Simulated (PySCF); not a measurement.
## Spinor energies of Er³⁺ (erbium, charge +3)

Start: [Xe] 4f11; 4f5/2 filled at m_j = -5/2, -3/2, -1/2, +1/2, +3/2, +5/2; 4f7/2 filled at m_j = -1/2, +1/2, +3/2, +5/2, +7/2. Calculated with PySCF 2.14 in x2c-QZVPPall-2c: generalised Hartree-Fock with the X2C-1e Hamiltonian and a Gaussian nucleus; one run each with spin-orbit coupling (SO) switched off, then screened by Boettger's factors.

| spinor shell | electrons | ε, spin-free (eV) | ε, screened SO (eV) | weight of nominal j (screened SO) | rms radius, screened SO (bohr) |
| --- | --- | --- | --- | --- | --- |
| 1s1/2 | 2 | -57810.5 | -57797.4 | 1.000 | 0.0231 |
| 2s1/2 | 2 | -9868.8 | -9864.7 | 1.000 | 0.0935 |
| 2p1/2 | 2 | -8729.5 | -9379.2 | 1.000 | 0.0798 |
| 2p3/2 | 4 | -8729.5 | -8457.1 | 1.000 | 0.0866 |
| 3s1/2 | 2 | -2292.6 | -2291.3 | 1.000 | 0.240 |
| 3p1/2 | 2 | -1939.3 | -2078.3 | 1.000 | 0.231 |
| 3p3/2 | 4 | -1939.3 | -1880.1 | 1.000 | 0.245 |
| 3d3/2 | 4 | -1494.6 | -1520.3 | 0.999 | 0.218 |
| 3d5/2 | 6 | -1494.6 | -1476.2 | 1.000 | 0.222 |
| 4s1/2 | 2 | -505.99 | -505.57 | 1.000 | 0.540 |
| 4p1/2 | 2 | -387.11 | -419.75 | 0.997 | 0.553 |
| 4p3/2 | 4 | -387.11 | -373.04 | 0.999 | 0.584 |
| 4d3/2 | 4 | -224.53 | -232.06 | 0.956 | 0.623 |
| 4d5/2 | 6 | -224.53 | -219.18 | 0.970 | 0.634 |
| 5s1/2 | 2 | -93.445 | -93.372 | 1.000 | 1.33 |
| 5p1/2 | 2 | -61.940 | -66.594 | 0.993 | 1.47 |
| 4f5/2 | 6 | -47.980 | -49.052 | 0.712 | 0.832 |
| 4f7/2 | 5 | -47.980 | -46.533 | 0.707 | 0.850 |

(1) Where does 5p3/2 lie, and what is the 5p spin-orbit splitting (screened SO)?

| quantity | spin-free | screened SO |
| --- | --- | --- |
| E (hartree) | -13075.49069 | -13086.43676 |
| M_J | 15/2 | 15/2 |
| ⟨J²⟩ | 63.757 | 63.758 |
| ⟨L²⟩ | 42.005 | 42.444 |
| ⟨S²⟩ | 3.753 | 3.766 |

Each row is a mean over spinors that exchange with the open shell spreads, by up to 15.083 eV (4d5/2).

Rows whose weight is well below 1 are mixtures of j = l ± 1/2: exchange outweighs spin-orbit coupling there, and the label is only the starting occupation.

Breit and QED terms are absent; they matter most for the inner s and p1/2 levels.

Densities and radii are taken from the X2C orbitals without a picture-change correction, which distorts them close to the nucleus.

Without spin-orbit coupling the j labels of p, d and f shells carry no meaning; the spin-free column gives the mean over the occupied spinors of each nl shell.

Answers

(1) At -59.959 eV, 6.636 eV above 5p1/2.
